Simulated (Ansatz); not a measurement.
Species: SF3, net charge -1, singlet state. 
Geometry from a B3LYP-D3(BJ)/def2-TZVP (Ansatz, a program for electronic structure) optimisation:
```
S
F 1 1.6561
F 1 1.8341 2 87.53
F 1 1.8341 2 87.53 3 180.00
```
Charge -1, spin multiplicity 1.

Problem. Give the harmonic wavenumbers at B3LYP-D3(BJ)/def2-TZVP (Ansatz, finite differences of forces, unscaled).

Solution. 258, 292, 353, 421, 480, 717 cm⁻¹. Zero-point energy 3.6 kcal/mol.

Problem. From these and the geometry, give the ideal-gas thermochemistry at 298.15 K and 1 atm (rigid rotor, harmonic oscillator).

Solution. Point group C2v, rotational symmetry number 2. Rotational constants 12.96, 3.961, 3.034 GHz. S(trans) 39.37, S(rot) 23.76, S(vib) 6.18, S(elec, spin only) 0.00, S 69.3 cal/(mol K). H(298) - H(0) 3.56 kcal/mol; G - E(el) -13.5 kcal/mol.
